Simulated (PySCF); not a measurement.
Compound: CF3CH2OPh, C8H7F3O.
Bonds: F1–C2, C2–F3, C2–F4, C2–C5, C5–O6, O6–C7, C7–C8 (aromatic), C8–C9 (aromatic), C9–C10 (aromatic), C10–C11 (aromatic), C11–C12 (aromatic), C7–C12 (aromatic). Hydrogens: H13, H14 on C5; H15 on C8; H16 on C9; H17 on C10; H18 on C11; H19 on C12.

Theory: PBE0-D3(BJ)/def2-SVP geometry optimisation, gas phase (PySCF).

Task: List the bond lengths, angles and torsions at this level.

Result: 
| bond | length (Å) | order |
| --- | --- | --- |
| F1–C2, C2–F3, C2–F4 | 1.334 | single |
| C2–C5 | 1.518 | single |
| C5–O6 | 1.390 | single |
| O6–C7 | 1.363 | single |
| C7–C8, C7–C12 | 1.398 | aromatic |
| C8–C9, C11–C12 | 1.393 | aromatic |
| C9–C10, C10–C11 | 1.394 | aromatic |
| C5–H13, C5–H14 | 1.101 | single |
| C8–H15, C12–H19 | 1.090 | single |
| C9–H16, C11–H18 | 1.093 | single |
| C10–H17 | 1.092 | single |

Bonds in one row agree within 0.01 Å and their mean is given. Orders are formal, as drawn. A selection of angles:
| angle | degrees |
| --- | --- |
| F1–C2–F3 | 108.2 |
| F1–C2–C5 | 111.5 |
| F3–C2–C5 | 109.1 |
| C2–C5–O6 | 112.6 |
| C2–C5–H13 | 106.5 |
| C2–C5–H14 | 108.6 |
| O6–C5–H13 | 107.5 |
| O6–C5–H14 | 113.1 |
| H13–C5–H14 | 108.2 |
| C5–O6–C7 | 121.0 |
| O6–C7–C8 | 115.3 |
| O6–C7–C12 | 124.7 |
| C8–C7–C12 | 120.0 |
| C7–C8–C9 | 120.0 |
| C7–C8–H15 | 118.3 |
| C9–C8–H15 | 121.7 |
| C8–C9–C10 | 120.4 |
| C8–C9–H16 | 119.4 |
| C10–C9–H16 | 120.2 |
| C9–C10–C11 | 119.2 |
| C9–C10–H17 | 120.4 |
| C10–C11–C12 | 121.0 |
| C11–C12–H19 | 119.4 |
| C7–C12–H19 | 121.2 |

Dihedral angles: F1–C2–C5–O6 55° (synclinal); C2–C5–O6–C7 96° (anticlinal); C5–O6–C7–C8 165° (antiperiplanar). The mirror-image conformer, all signs reversed, is as good.

The C–C distances run from 1.389 Å (C8–C9, aromatic) to 1.518 Å (C2–C5, drawn single), a spread of 0.129 Å. Of the pairs four or more bonds apart, H14···H19 is among the closest relative to their van der Waals radii: 2.16 Å, 90 % of the sum of Bondi's values. The 6-membered ring C7–C8–C9–C10–C11–C12 has internal angles of 119.2° to 121.0°; it is planar, 0.00 Å rms from its mean plane, widest ring torsion 1°. The C–O distances run from 1.363 Å (O6–C7, drawn single) to 1.390 Å (C5–O6, drawn single), a spread of 0.027 Å.

Point group: C1 (no symmetry element, even within 0.4 Å). Not checked by PBE0-D3(BJ)/def2-SVP frequencies. One conformer, not necessarily the lowest.

Cost: about 6 min of CPU time on one thread; the machine was shared, so the figure is rough. That covers the optimisation of the geometry.
